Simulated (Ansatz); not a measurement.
A made-up structure of SiH₄O₂F (charge +1), closed shell:

O1  (1.148, 1.222, -0.816)
Si2  (-0.106, 0.337, -0.546)
O3  (0.022, 0.175, 1.240)
F4  (0.013, -1.213, -0.852)
H5  (-0.250, -1.663, -1.599)
H6  (-1.351, 1.047, -0.809)
H7  (0.077, -0.716, 1.626)
H8  (0.463, 0.836, 1.798)
(Å)

It is relaxed with PBE-D4/def2-SVP and then PBE0-D4/def2-TZVP (Ansatz 0.2.0). Atoms count as bonded within 1.22 times the sum of their covalent radii (H–H: 0.88 Å). The end point is not checked to be a true minimum.

Does its bonding change? (A judgement: the text doesn't fix the answer.)

By the calculation: No: no bond forms or breaks.

Where it ends: The first stage lowers the energy by 2.27 eV in 17 steps. It ends as SiH₄O₂F ([O][SiH]([OH2])[FH]), total charge +1:
O1  (1.109, 1.033, -1.062)
Si2  (-0.185, 0.552, -0.472)
O3  (0.081, 0.103, 1.258)
F4  (-0.245, -1.278, -1.088)
H5  (0.491, -1.406, -1.670)
H6  (-1.632, 0.766, -0.493)
H7  (-0.581, 0.000, 1.962)
H8  (0.977, 0.255, 1.607)
(Å)

Labels in which every atom is bracketed show which atoms are joined, not bond orders.

For scale, one of the runs: PBE0-D4/def2-TZVP relaxation, 154 basis functions, launched by `ansatz run in.yaml --threads 2 --pin off --events-out ev --progress --plain --max-ram 4352MiB`. Hardware: 2 CPU threads of an Intel Xeon Platinum 8223CL, shared host. Wall time about 20 s.
